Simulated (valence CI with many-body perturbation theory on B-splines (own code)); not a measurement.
## Energy levels of Zr+

Method: valence CI with perturbative core correlation (CI+MBPT): three valence electrons over a frozen Dirac-Fock core [Kr], a basis of 7 s, 7 p, 8 d, 6 f, 4 g, 1 h functions for each j, with the one-electron correlation potential Σ1, the two-electron term Σ2, the three-electron term Σ3, Breit, model QED; selected CI, second order for the rest, scaled by the run's own slope (own B-spline code, finite nucleus).

Against 29 measured levels this calculation errs by 246 cm⁻¹ on average and by 602 at most. These come from a selection out of the NIST Handbook of Basic Atomic Spectroscopic Data. Levels without a partner in it may be off by more, other configurations by 1,000 to 4,000 cm⁻¹.

Levels 181 to 225 of 238, with energies above the lowest level, 4d²5s ⁴F_3/2. "Leading %" is the weight of the configuration and term that name the level; weights of strongly mixed levels are sums over their largest components and can fall short. Lifetimes count E1, E2, E3, M1 and M2 decay at the calculated energies, and are blank where another channel may lead or the interval is too uncertain; long ones can be off by a factor of two.

| No. | Configuration | Term | J | E (cm⁻¹) | Leading % | Lifetime | g |
| --- | --- | --- | --- | --- | --- | --- | --- |
| 181 | 4d²5d | ⁴F | 5/2 | 72075 | 50 | 2.55 ns | 1.171 |
| 182 | 4d²5d | ⁴D | 3/2 | 72206 | 47 | 2.60 ns | 0.918 |
| 183 | 4d²5d | ⁴F | 7/2 | 72320 | 42 | 2.64 ns | 1.328 |
| 184 | 4d²5d | ⁴D | 5/2 | 72436 | 40 | 2.62 ns | 1.220 |
| 185 | 4d²5d | ⁴F | 7/2 | 72674 | 42 | 2.62 ns | 1.326 |
| 186 | 4d²5d | ⁴F | 9/2 | 72849 | 87 | 2.40 ns | 1.326 |
| 187 | 4d²5d | ²F | 5/2 | 73030 | 88 | 2.93 ns | 0.869 |
| 188 | 4d²5d | ²P | 1/2 | 73123 | 74 | 2.76 ns | 0.967 |
| 189 | 4d²5d | ²P | 3/2 | 73175 | 53 | 2.79 ns | 1.431 |
| 190 | 4d²5d | ²F | 7/2 | 73187 | 87 | 2.89 ns | 1.141 |
| 191 | 4d²5d | ⁴P | 5/2 | 73610 | 84 | 3.01 ns | 1.586 |
| 192 | 4d²5d | ⁴P | 1/2 | 73733 | 73 | 2.88 ns | 2.349 |
| 193 | 4d²5d | ⁴P | 3/2 | 73861 | 55 | 2.95 ns | 1.533 |
| 194 | 4d5p² | ²F | 5/2 | 74157 | 43 | 2.30 ns | 0.897 |
| 195 | 4d²6p | ²P° | 3/2 | 74158 | 68 | 22.1 ns | 1.287 |
| 196 | 4d²5d | ²D | 5/2 | 74232 | 78 | 3.00 ns | 1.164 |
| 197 | 4d²5d | ²D | 3/2 | 74264 | 69 | 3.24 ns | 0.874 |
| 198 | 4d²6p | ²F° | 5/2 | 74279 | 82 | 13.4 ns | 0.876 |
| 199 | 4d²6p | ²P° | 1/2 | 74379 | 76 | 22.0 ns | 0.732 |
| 200 | 4d²6p | ²F° | 7/2 | 74546 | 84 | 13.2 ns | 1.150 |
| 201 | 4d²5d | ²G | 7/2 | 74779 | 26 | 2.64 ns | 1.048 |
| 202 | 4d²6p | ²D° | 3/2 | 74896 | 65 | 13.6 ns | 0.883 |
| 203 | 4d5p² | ⁴F | 3/2 | 74930 | 66 | 1.09 ns | 0.483 |
| 204 | 4d²6p | ²D° | 5/2 | 74966 | 72 | 14.2 ns | 1.197 |
| 205 | 4d²5d | ²G | 7/2 | 74983 | 56 | 2.57 ns | 0.979 |
| 206 | 4d²5d | ²G | 9/2 | 75036 | 81 | 2.89 ns | 1.101 |
| 207 | 4d5s6s | ⁴D | 1/2 | 75134 | 83 | 2.02 ns | -0.001 |
| 208 | 4d5s6s | ⁴D | 3/2 | 75310 | 79 | 1.95 ns | 1.194 |
| 209 | 4d²5d | ²I | 11/2 | 75343 | 95 | 2.57 ns | 0.925 |
| 210 | 4d²5d | ²I | 13/2 | 75442 | 96 | 2.64 ns | 1.077 |
| 211 | 4d²4f | ⁴H° | 7/2 | 75472 | 72 | 8.18 ns | 0.732 |
| 212 | 4d5p² | ²P | 3/2 | 75504 | 52 | 1.04 ns | 1.244 |
| 213 | 4d5p² | ⁴F | 5/2 | 75505 | 56 | 1.18 ns | 1.106 |
| 214 | 4d²4f | ⁴H° | 9/2 | 75633 | 48 | 9.25 ns | 0.876 |
| 215 | 4d²5d | ²H | 9/2 | 75643 | 85 | 2.67 ns | 0.920 |
| 216 | 4d5s6s | ⁴D | 5/2 | 75677 | 63 | 1.70 ns | 1.287 |
| 217 | 4d²5d | ²H | 11/2 | 75718 | 90 | 2.65 ns | 1.090 |
| 218 | 4d²4f | ²G° | 7/2 | 75770 | 41 | 3.17 ns | 0.973 |
| 219 | 4d²4f | ⁴I° | 9/2 | 75809 | 37 | 4.85 ns | 0.892 |
| 220 | 4d²6p | ²S° | 1/2 | 75852 | 36 | 8.34 ns | 1.778 |
| 221 | 4d²4f | ⁴I° | 11/2 | 75860 | 44 | 7.22 ns | 1.030 |
| 222 | 4d²4f | ⁴D° | 3/2 | 75947 | 36 | 3.42 ns | 1.303 |
| 223 | 4d²4f | ⁴F° | 5/2 | 75948 | 36 | 2.49 ns | 1.045 |
| 224 | 4d²4f | ⁴G° | 5/2 | 76040 | 38 | 2.62 ns | 0.861 |
| 225 | 4d5p² | ²D | 3/2 | 76046 | 33 | 2.52 ns | 0.868 |

Names give the largest LS component (configuration and term), which can be under half, so a name can repeat, a term be missing and a line seem to break the LS rules; names also repeat where a configuration has a term twice.

Where two levels of one J and parity lie close, their mixing, g and order are uncertain.
